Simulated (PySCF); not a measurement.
This script is equivalent to a calculation on P²⁺ (phosphorus, charge +2).

```python
from pyscf import gto, scf, dft, mp, cc
import basis_set_exchange as bse
mol = gto.M(atom="P 0 0 0", charge=2, spin=1, symmetry="D2h",
            basis=gto.basis.parse(bse.get_basis("cc-pV(T+d)Z", elements=["P"], fmt="nwchem", header=False)))
mf = scf.UHF(mol)
mf.irrep_nelec = {'Ag': (3, 3), 'B1u': (1, 1), 'B2u': (2, 1), 'B3u': (1, 1)}
mf.kernel()
```

What total energy does it give?

-339.64783 hartree (calculated).

Which occupied shell lies highest, and where?

3p α, at -29.969 eV.

What is ⟨S²⟩, and what would a pure spin state give?

0.764, against 0.75.
